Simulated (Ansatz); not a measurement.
Isomers of Ga$_{4}$F$_{4}$ (singlet), relaxed with r2SCAN-D4/def2-SVP; total energies from Ansatz at B2PLYP/def2-TZVP.

```json
{"isomer": "A", "description": "point group Td; ", "energy (Eh)": "-8097.62220"}
{"isomer": "B", "description": "point group Ci; 6 × F–Ga 1.97 to 2.11 Å", "energy (Eh)": "-8097.60948"}
{"isomer": "C", "description": "point group C2v; 6 × F–Ga 1.98 to 2.01 Å", "energy (Eh)": "-8097.61903"}
```

Correlated methods freeze 40 core orbitals; core or outer-core shells of Ga are correlated, in sets that lack core-valence functions.

The isomers come from a short search, and lower ones may exist.

Question: Work out the relative energies (1 Eh = 2625.5 kJ/mol) and the Boltzmann populations at 800 K from electronic energies alone (R = 8.314 J/mol/K).

Answer: ΔE: A 0.0, B 33.4, C 8.3 kJ/mol. RT = 6.65 kJ/mol. Factors exp(−ΔE/RT): A 1, B 0.00659, C 0.287; sum 1.294. Populations: A 77.3 %, B 0.5 %, C 22.2 %. Zero-point energy, vibrational entropy and symmetry numbers are left out and can shift these; an error of 4 kJ/mol changes a ratio by a factor of 1.8. Over the other density-functional and correlated levels in def2 sets, the gap between A and C ranges from 5 to 32 kJ/mol.
